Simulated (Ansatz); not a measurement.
Level of theory: Ansatz (an electronic-structure program) with B3LYP-D3(BJ)/def2-TZVP. No frequencies were computed at this level.

Ansatz 0.2 input:
```yaml
crystal:
  periodic: [false, false, false]
  atoms:
    - { symbol: Si, position_ang: [-1.161995, -0.048264, -0.019105] }
    - { symbol: Al, position_ang: [1.254154, 0.05508, 0.024524] }
    - { symbol: Br, position_ang: [2.57822, -1.794033, 0.080943] }
    - { symbol: Br, position_ang: [2.431199, 2.002132, 0.016902] }
    - { symbol: H, position_ang: [-1.625326, -1.209179, -0.802218] }
    - { symbol: H, position_ang: [-1.728411, 1.169186, -0.62932] }
    - { symbol: H, position_ang: [-1.747841, -0.174923, 1.328274] }
basis:
  gaussian: { orbitals: def2-tzvp }
hamiltonian:
  xc: b3lyp
  dispersion: d3bj
relax:
  max_steps: 150
```

Output:

```
Functional definition: B3LYP
1478 factors; their error is unknown
mean field evaluation 1: about -154621.1143 eV, gradient 1.8e1 eV
mean field evaluation 2: about -154621.4559 eV, gradient 1.6e1 eV
mean field evaluation 4: about -154622.2240 eV, gradient 9.5e-1 eV
mean field evaluation 8: about -154622.9495 eV, gradient 4.4e-1 eV
mean field evaluation 16: about -154622.9497 eV, gradient 2.8e-5 eV
mean field -154622.94968018 eV, -5682.2885935469 hartree, gradient 2.8e-5 eV, S^2 0.000000; 0 other end points of the search recorded, 0 dependent functions left out
reference -154622.94997030 eV, -5682.2886042089 hartree; 50, 50 occupied and 138, 138 virtual orbitals, 1478 factors
relax step   1: F+E_penalty+E_count = -154623.33383309 eV  Δ(F+E_penalty+E_count) = +0.000e0 eV  max|allowed force component| = 4.781e-1 eV/Å  Δτ_max = 0.0000 Å  (27 SCF iters, accepted)
these checks for a lower state are left out or cut short: starts, cluster_reference, orbital_swaps, neighbouring_geometries, increment
1478 factors; their error is unknown
mean field -154622.96784004 eV, -5682.2892609097 hartree, gradient 1.5e-5 eV, S^2 0.000000; 0 other end points of the search recorded, 0 dependent functions left out
reference -154622.96812970 eV, -5682.2892715545 hartree; 50, 50 occupied and 138, 138 virtual orbitals, 1478 factors
relax step   2: F+E_penalty+E_count = -154623.35310090 eV  Δ(F+E_penalty+E_count) = -1.927e-2 eV  max|allowed force component| = 1.091e-1 eV/Å  Δτ_max = 0.0766 Å  (30 SCF iters, accepted)
these checks for a lower state are left out or cut short: starts, cluster_reference, orbital_swaps, neighbouring_geometries, increment
1478 factors; their error is unknown
mean field -154622.96972139 eV, -5682.2893300477 hartree, gradient 2.6e-5 eV, S^2 0.000000; 0 other end points of the search recorded, 0 dependent functions left out
reference -154622.97001107 eV, -5682.2893406935 hartree; 50, 50 occupied and 138, 138 virtual orbitals, 1478 factors
relax step   3: F+E_penalty+E_count = -154623.35470160 eV  Δ(F+E_penalty+E_count) = -1.601e-3 eV  max|allowed force component| = 2.443e-2 eV/Å  Δτ_max = 0.0122 Å  (29 SCF iters, accepted)
these checks for a lower state are left out or cut short: starts, cluster_reference, orbital_swaps, neighbouring_geometries, increment
1478 factors; their error is unknown
mean field evaluation 32: about -154622.2476 eV, gradient 5.0e-1 eV
mean field -154622.96970784 eV, -5682.2893295499 hartree, gradient 2.6e-5 eV, S^2 0.000000; 0 other end points of the search recorded, 0 dependent functions left out
reference -154622.96999745 eV, -5682.2893401929 hartree; 50, 50 occupied and 138, 138 virtual orbitals, 1478 factors
relax step   4: F+E_penalty+E_count = -154623.35485374 eV  Δ(F+E_penalty+E_count) = -1.521e-4 eV  max|allowed force component| = 7.988e-3 eV/Å  Δτ_max = 0.0044 Å  (30 SCF iters, accepted)
these checks for a lower state are left out or cut short: starts, cluster_reference, orbital_swaps, neighbouring_geometries, increment
1478 factors; their error is unknown
mean field -154622.96974274 eV, -5682.2893308324 hartree, gradient 2.6e-5 eV, S^2 0.000000; 0 other end points of the search recorded, 0 dependent functions left out
reference -154622.97003227 eV, -5682.2893414726 hartree; 50, 50 occupied and 138, 138 virtual orbitals, 1478 factors
relax step   5: F+E_penalty+E_count = -154623.35496767 eV  Δ(F+E_penalty+E_count) = -1.139e-4 eV  max|allowed force component| = 1.135e-2 eV/Å  Δτ_max = 0.0087 Å  (30 SCF iters, accepted)
these checks for a lower state are left out or cut short: starts, cluster_reference, orbital_swaps, neighbouring_geometries, increment
1478 factors; their error is unknown
mean field -154622.96982330 eV, -5682.2893337929 hartree, gradient 2.6e-5 eV, S^2 0.000000; 0 other end points of the search recorded, 0 dependent functions left out
reference -154622.97011281 eV, -5682.2893444323 hartree; 50, 50 occupied and 138, 138 virtual orbitals, 1478 factors
relax step   6: F+E_penalty+E_count = -154623.35499372 eV  Δ(F+E_penalty+E_count) = -2.605e-5 eV  max|allowed force component| = 7.274e-4 eV/Å  Δτ_max = 0.0044 Å  (30 SCF iters, accepted)
1478 factors; their error is unknown
mean field evaluation 64: about -154622.2478 eV, gradient 2.0e-1 eV
mean field -154622.96982330 eV, -5682.2893337929 hartree, gradient 2.6e-5 eV, S^2 0.000000; 1 other end points of the search recorded, 0 dependent functions left out
reference -154622.97011281 eV, -5682.2893444323 hartree; 50, 50 occupied and 138, 138 virtual orbitals, 1478 factors
Total energy: -154623.35528323 eV, -5682.3034991843 hartree
Atom 0 at    -1.160456    -0.045641    -0.038149 Å, force     0.000588    -0.000130    -0.000124 eV/Å
Atom 1 at     1.272805     0.056303     0.017061 Å, force    -0.000185     0.000062    -0.000159 eV/Å
Atom 2 at     2.518696    -1.829934     0.096387 Å, force    -0.000123     0.000323     0.000200 eV/Å
Atom 3 at     2.375119     2.031127     0.030500 Å, force     0.000364    -0.000173     0.000139 eV/Å
Atom 4 at    -1.611412    -1.224087    -0.816393 Å, force    -0.000336    -0.000697    -0.000344 eV/Å
Atom 5 at    -1.724820     1.185730    -0.639693 Å, force    -0.000517     0.000727    -0.000220 eV/Å
Atom 6 at    -1.669931    -0.173499     1.350287 Å, force     0.000208    -0.000112     0.000509 eV/Å
Dipole moment:    -0.293949    -0.008864    -0.019896 e Å
```

Cost: roughly 90 core-seconds.
